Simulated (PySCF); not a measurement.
**Telling isomers of C$_{10}$H$_{11}$P apart by NMR**

How the numbers were obtained: GFN2-xTB geometry, shielding tensors at PBE0/pcSseg-1 (GIAO), in PySCF (no relativistic terms, one averaged value for each set of equivalent atoms, no solvent, single conformer).

Scale: TMS for 1H, 13C (reference shieldings calculated alike). Splittings of carbon signals by F and P are missing where no couplings were computed. Where no couplings were computed, multiplicities follow the n + 1 count of equivalent neighbours, and m marks all less simple cases (inequivalent or close neighbours, rings, F or P nearby). Shifts are as computed. Against solution values, carbons near 30 ppm lie about +3 ppm off and those near 130 ppm about +5 ppm. Of 1211 compounds with measured shifts, 218 miss one by over three times the rms of a fit or turn the order of signals round; such compounds aren't used in these exercises.

(1) Tabulate the signals of `C=[P@@]1(C)C=Cc2ccccc21`, `CC1=C(c2ccccc2)P1C`, `Cc1[pH]c2ccccc2c1C` and their relative energies.

(2) What is the quickest way to tell CC1=C(c2ccccc2)P1C from Cc1[pH]c2ccccc2c1C?

(3) What is the quickest way to tell C=[P@@]1(C)C=Cc2ccccc21 from CC1=C(c2ccccc2)P1C?

(4) What is the quickest way to tell C=[P@@]1(C)C=Cc2ccccc21 from Cc1[pH]c2ccccc2c1C?

Results:

(1) 
```tsv
SMILES	carbon types	δC	δH	E rel. (kcal/mol)
C=[P@@]1(C)C=Cc2ccccc21	2×C 6×CH 1×CH2 1×CH3	148.6, 146.7, 145.6, 142.0, 137.4, 136.8, 132.9, 129.2, 16.4, -0.6	8.31 (m, 1H), 7.74 (m, 1H), 7.64 (m, 1H), 7.55 (m, 1H), 7.28 (m, 1H), 6.54 (m, 1H), 1.64 (m, 3H), 0.20 (m, 2H)	39.8
CC1=C(c2ccccc2)P1C	3×C 5×CH 2×CH3	140.0, 137.3, 135.0, 134.2, 133.8, 133.8, 24.8, 17.5	8.01 (m, 2H), 7.76 (m, 2H), 7.60 (m, 1H), 2.88 (m, 3H), 0.72 (m, 3H)	31.8
Cc1[pH]c2ccccc2c1C	4×C 4×CH 2×CH3	155.0, 149.3, 145.8, 145.0, 135.3, 132.7, 129.8, 125.2, 16.6, 15.1	7.96 (m, 1H), 7.68 (m, 1H), 7.66 (m, 1H), 7.49 (m, 1H), 5.16 (m, 1H), 2.42 (m, 3H), 2.37 (s, 3H)	0.0
```

Energies are electronic energies at PBE0/pcSseg-1 on these geometries, without zero-point or thermal terms, each for the one conformer computed, which needn't be the lowest.

(2) Count the carbon signals: 8 against 10. The first has a substituted aromatic carbon (C) at 133.8 ppm, the second a ring-fusion aromatic carbon (C) at 155.0 ppm. Their most deshielded carbons lie at 140.0 and 155.0 ppm.

(3) Count the carbon signals: 10 against 8. The first has a carbon double-bonded to a heavier main-group atom (CH2) at -0.6 ppm, the second a methyl carbon bonded to P (CH3) at 24.8 ppm. Their most deshielded carbons lie at 148.6 and 140.0 ppm.

(4) Both give the same number of carbon signals, but DEPT or the intensities differ. The first has a carbon double-bonded to a heavier main-group atom (CH2) at -0.6 ppm, the second a ring-fusion aromatic carbon (C) at 155.0 ppm. Their most deshielded carbons lie at 148.6 and 155.0 ppm.
